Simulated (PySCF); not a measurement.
Species: AlCl3GaH3.
Cartesian coordinates in Å at the PBE0-D3(BJ)/def2-SVP level; atoms count from 1:
```xyz
8
AlCl3GaH3 angstrom
Cl    -2.9551    0.9812    0.6567
Al    -1.4972   -0.3699   -0.0246
Cl     0.1432   -0.5084    1.5554
Ga     1.7351    0.2793   -0.0449
Cl    -0.1292    0.7381   -1.4791
H     -1.8613   -1.7944   -0.5717
H      2.2216    1.6502    0.4878
H      2.3978   -0.9943   -0.6322
```

Theory: PBE0-D3(BJ)/def2-SVP geometry optimisation, gas phase (PySCF).

Take the most abundant isotopes and a rigid rotor. The values belong to one conformer with, in the numbering `[Cl:1][AlH-:2]1[Cl+:3][GaH2-:4][Cl+:5]1`, Cl1–Al2–Cl3–Ga4 -120°, Al2–Cl3–Ga4–Cl5 9°, Cl3–Ga4–Cl5–Al2 -9°, Cl1–Al2–Cl5–Ga4 120°.

Q: Give the principal moments of inertia and the rotational constants in MHz.

A: Ia = 229.76, Ib = 637.75, Ic = 786.91 u·Å²; 505379 MHz·u·Å²/I gives A = 2200, B = 792.4, C = 642.2 MHz.

Q: What kind of rotor is it?

A: An asymmetric top. Ray's parameter κ = (2B − A − C)/(A − C) = -0.807; −1 is the prolate and +1 the oblate limit.

Q: What does the inertial defect say?

A: Not planar: Δ = Ic − Ia − Ib = -80.60 u·Å². For a rigid frame Δ = −2 Σ m c², so Σ m c² = 40.30 u·Å² lies off the ab plane: 9.74 from hydrogen and 30.56 from heavier atoms. The atom farthest from that plane is 2.34 Å away.

Q: Give the other two planar moments, Paa and Pbb, and the rms extents of the mass along the axes.

A: Paa = Σ m a² = (Ib + Ic − Ia)/2 = 597.45 and Pbb = Σ m b² = (Ia + Ic − Ib)/2 = 189.46 u·Å². With the mass M = 203.84 u, the rms extents √(P/M) along a, b and c are 1.71, 0.96, 0.44 Å.

Q: Where do the levels up to J = 3 lie, in MHz?

A: Above 0(0,0):
J = 1: 1(0,1) 1435, 1(1,1) 2842, 1(1,0) 2992
J = 2: 2(0,2) 4293, 2(1,2) 5561, 2(1,1) 6012, 2(2,1) 10233, 2(2,0) 10244
J = 3: 3(0,3) 8551, 3(1,3) 9633, 3(1,2) 10533, 3(2,2) 14537, 3(2,1) 14594, 3(3,1) 21955, 3(3,0) 21956
The levels of one J sum to (2J + 1)J(J + 1)(A + B + C)/3.

Q: Which types of transition are allowed, and where do some lines up to J = 5 fall?

A: The dipole components are |μa| = 2.77 D, |μb| = 0.00 D, |μc| = 0.16 D; the mirror of this Cs structure is the ac plane, so μb vanishes by symmetry and there are no b-type lines. The squared components, which scale the intensities, stand as 1.00 : 0.00 (a : c). Some of the stronger lines:

```csv
type,branch,"J(Ka,Kc)",MHz,lower level (cm⁻¹)
a,Q,"5(2,3) ← 5(2,4)",377,0.914
a,Q,"2(1,1) ← 2(1,2)",451,0.185
a,Q,"4(1,3) ← 4(1,4)",1498,0.502
a,Q,"5(1,4) ← 5(1,5)",2238,0.727
a,R,"2(0,2) ← 1(0,1)",2858,0.048
a,R,"2(1,1) ← 1(1,0)",3020,0.100
a,R,"3(0,3) ← 2(0,2)",4259,0.143
a,R,"3(2,1) ← 2(2,0)",4349,0.342
a,R,"4(1,4) ← 3(1,3)",5417,0.321
a,R,"5(1,5) ← 4(1,4)",6753,0.502
a,R,"5(0,5) ← 4(0,4)",6963,0.473
a,R,"5(2,4) ← 4(2,3)",7148,0.676
a,R,"5(4,1) ← 4(4,0)",7199,1.270
a,R,"5(2,3) ← 4(2,2)",7358,0.682
```

Q: Estimate the classical rotational partition function at 25 K, 50 K and 500 K.

A: Point group Cs, symmetry number σ = 1; q = (√π/σ)·√((kT/h)³/(ABC)), k/h = 20836.6 MHz/K: 19900 at 25 K, 56300 at 50 K, 1780000 at 500 K.

Not checked by PBE0-D3(BJ)/def2-SVP frequencies. Zero-point vibration and centrifugal distortion are left out. Quadrupole hyperfine structure (27Al, 35Cl, 69Ga) is left out.
